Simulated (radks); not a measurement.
All-electron atom: Rh XXVIII in [Ar]. Calculated with a radial shooting solver on a logarithmic mesh with Libxc functionals: Dirac Kohn-Sham, exchange-only PBE, spin-unpolarised, spherical densities, finite nucleus; Fermi nuclear charge, rms radius 4.4945 fm.

Unscreened Slater integrals over Kohn-Sham orbitals (eV). Large and small components are both included.

integral          value
F0(3p3/2,3p3/2)  70.486
F2(3p3/2,3p3/2)  35.492
F0(3p3/2,3p1/2)  71.274
G2(3p3/2,3p1/2)  35.686
F0(3p3/2,3s1/2)  69.722
G1(3p3/2,3s1/2)  45.383
F0(3p3/2,2p3/2)  93.513
F2(3p3/2,2p3/2)  23.307
G0(3p3/2,2p3/2)  9.2644
G2(3p3/2,2p3/2)  10.125
F0(3p1/2,3p1/2)  72.101
F0(3p1/2,3s1/2)  70.464
G1(3p1/2,3s1/2)  45.288
F0(3p1/2,2p3/2)  95.341
G2(3p1/2,2p3/2)  10.052
F0(3s1/2,3s1/2)  69.135
F0(3s1/2,2p3/2)  90.708
G1(3s1/2,2p3/2)  9.0346
F0(2p3/2,2p3/2)  200.06
F2(2p3/2,2p3/2)  95.237
